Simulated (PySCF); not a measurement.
# Relaxation of doublet [SeS2]+

Level of theory: UPBE0/[Se def2-TZVP, S def2-TZVP], no relativity, density fitting, PySCF. A (50,194) grid was used.

A start displaced from a saddle point along its imaginary mode, of C2v symmetry, held to at least that symmetry:

Coordinates in bohr (charge 1 multiplicity 2):
```
Se    0.1814    0.0000    0.0000
S    -0.2268    0.0000    3.8715
S    -0.2268    0.0000   -3.8715
```

Optimiser trace:
```tsv
step	E − E(last) (kJ/mol)	largest gradient (Eh/bohr)
0	90.67	0.03398
1	38.14	0.02182
2	3.27	0.01386
3	0.14	0.00358
4	0.03	0.00171
5	0.00	0.00005
```

It ends at C2v with Se–S 2.018 Å (×2); S–Se–S 126.9°. No frequency check is given, so it may be a saddle point. Other isomers or separated fragments may lie lower.

The relaxation took about 60 core-seconds on a shared host.
